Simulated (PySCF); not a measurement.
**Spin states of SiI**

Unrestricted PBE0; Si def2-TZVPPD, I def2-TZVPPD with ECP28; scalar-relativistic core potentials (PySCF 2.14). Outer shells of the fragments: Si 3s2 3p2; I 4d10 5s2 5p5.

Followed along the bond (rough minima from three points):

```csv
2Ms+1,unpaired,⟨S²⟩ at the start,R at minimum (Å),Te (eV)
2,π ↑,0.76,2.45,0.00
4,"σ ↑, π ↑↑",3.75,2.46,2.44
```

Solutions found at the starting distance of 2.425 Å, counted from the lowest of them; the search is not exhaustive and high or unbound solutions are not listed, so other states can lie among these:

| 2Ms+1 | unpaired | term | E (eV) | ⟨S²⟩ | ⟨Lz²⟩ | μ (D) |
| --- | --- | --- | --- | --- | --- | --- |
| 2 | π ↑ | ²Π | 0.00 | 0.76 | 1.02 | -0.47 |
| 4 | σ ↑, π ↑↑ | ⁴Σ⁻ | 2.45 | 3.75 | 0.00 | 0.09 |
| 2 | σ ↑ | ²Σ⁺ | 2.78 | 0.76 | 0.00 | -0.69 |
| 2 | σ ↑, π ↑↓ | mixed | 3.20 | 1.77 | 2.03 | 0.60 |
| 2 | σ ↓, π ↑↑ | mixed | 3.33 | 1.78 | 0.00 | 0.89 |
| 4 | π ↑↑↑ | ⁴Π | 3.53 | 3.77 | 1.01 | 3.55 |
| 2 | π ↑↑↓ | mixed | 3.79 | 1.77 | 3.05 | 3.55 |
| 2 | σ ↑ | mixed | 4.11 | 0.77 | 2.01 | 0.81 |
| 4 | σ ↑↑, π ↑ | ⁴Π | 5.02 | 3.76 | 1.01 | -0.21 |
| 4 | σ ↑, π ↑↑ | mixed | 5.76 | 3.76 | 2.02 | 2.03 |

A term symbol is given only where ⟨S²⟩ and ⟨Lz²⟩ are close to those of a pure state; real π, δ and φ orbitals otherwise mix terms. A positive dipole means Si(−)I(+).

Spin–orbit coupling is left out. Counting both spins, an empty level lies below a filled one in some of these solutions, because spin and occupation are held.
